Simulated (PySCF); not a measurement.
Compound: C6H8BrNSi.
SMILES with atom numbers: `[SiH3:1][NH:2][c:3]1[cH:4][cH:5][c:6]([Br:7])[cH:8][cH:9]1` (hydrogens: H10, H11, H12 on Si1; H13 on N2; H14 on C4; H15 on C5; H16 on C8; H17 on C9)

Level: B3LYP/def2-SVPD in PySCF, non-relativistic, on one gas-phase PBE0-D3(BJ)/def2-SVP geometry that isn't relaxed in the solvent. The solvent is an IEF-PCM continuum (Bondi radii, 1.10 Å for H, scaled by 1.2). Specific hydrogen bonds and non-electrostatic terms are outside this model. Spin–orbit coupling is left out although an atom past zinc is present.

Gas phase at B3LYP/def2-SVPD: HOMO -5.93 eV, LUMO -0.80 eV, dipole 2.99 D.

Problem. What does the continuum do to the energy, the frontier levels and the dipole at B3LYP/def2-SVPD in chloroform and dimethylsulfoxide?

Solution. 
| solvent | ε | E(solvent) − E(gas) (kcal/mol) | polarisation term (kcal/mol) | distortion of the solute (kcal/mol) | HOMO (eV) | LUMO (eV) | dipole (D) |
| --- | --- | --- | --- | --- | --- | --- | --- |
| chloroform | 4.711 | -3.23 | -3.65 | 0.42 | -5.86 | -0.73 | 3.81 |
| dimethylsulfoxide | 46.83 | -4.65 | -5.52 | 0.87 | -5.86 | -0.73 | 4.14 |

The polarisation term is half the interaction of the solute with the surface charges that it induces; the rest is the cost of distorting the solute's density. The sum is the electrostatic part of solvation alone. From chloroform to dimethylsulfoxide the lowering changes by a factor 1.44, Onsager's factor (ε − 1)/(2ε + 1) by 1.36 and ε itself by 9.9.

Problem. Which radius a makes the point-dipole formula ΔE = −[(ε − 1)/(2ε + 1)]·μ²/a³ give the value in dimethylsulfoxide, with the gas-phase dipole?

Solution. μ = 1.176 au and |ΔE| = 0.00741 Eh give a = 2.37 Å; the farthest nucleus lies 4.42 Å from the centroid of the nuclei, so such a sphere wouldn't even hold the nuclei. The formula assumes a rigid point dipole at the centre of a sphere.

Problem. How does the static polarisability (B3LYP/def2-SVPD, frozen core, with the continuum's full static response) change?

Solution. 
```
           medium  isotropic (au)  principal values (au)  ⟨r²⟩ of the electrons (bohr²)
              gas           133.6     83.1, 120.2, 197.4                         3129.2
       chloroform           169.6    105.8, 157.7, 245.2                         3128.4
dimethylsulfoxide           187.7    121.0, 178.1, 264.1                         3127.9
```

The isotropic value in dimethylsulfoxide is 1.41 times the gas-phase one; no cavity-field correction is applied. ⟨r²⟩ is taken about the centre of nuclear charge.

The values belong to the conformer `[SiH3:1][NH:2][c:3]1[cH:4][cH:5][c:6]([Br:7])[cH:8][cH:9]1`: Si1–N2–C3–C4 0°.
